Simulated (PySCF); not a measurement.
C5H5, SMILES C1=[C]CC=C1, doublet at its CAM-B3LYP/def2-SVP optimised geometry (Å):

```
10

C     -1.2502     0.7591     0.0000
C      0.0192     1.1689     0.0000
C      0.8463    -0.0582     0.0000
C      0.0560    -1.1485     0.0000
C     -1.3935    -0.7236    -0.0001
H      0.4032     2.1891    -0.0001
H      1.9380    -0.0582     0.0000
H      0.3823    -2.1891     0.0000
H     -1.9380    -1.0938     0.8856
H     -1.9377    -1.0936    -0.8860
```

Method: unrestricted CAM-B3LYP/def2-TZVP (PySCF).

Map of the log10 of the electron density (e/bohr³), floored at −4 on the plane z = 1.0 Å:

```
|                           |
|                           |
|                           |
|            ....           |
|          ..:--::.         |
|       ...:--===-:.        |
|      .::--==+++=-.        |
|     .:-==++***+=-:        |
|    .:-=++***#**+=:.       |
|    :-=+**#####*+=-:.      |
|    :-=**######**+=-:.     |
|    :-+*########*++=-:.    |
|    :-+*####*####**+=-.    |
|   .:=+*###***####*+=-:    |
|   .-+*####**#####*+=-:    |
|   :=+#%@%#######*++=:.    |
|   :=*%@@%######*+=--.     |
|   :=+#@@%#*###**+-:.      |
|   .-=*##****##*+=-.       |
|    :-=+++=++***+-:.       |
|    .:-----==+++=-.        |
|      ....::-===-:.        |
|           .:---:.         |
|            ....           |
|                           |
|                           |
|                           |
```
Scale: ten equal steps from -4.00 (start of ' ') to -0.705 (end of '@'), in the order ' .:-=+*#%@'; x runs from -4.50 to 4.50, y from -4.50 (bottom) to 4.50 (top).
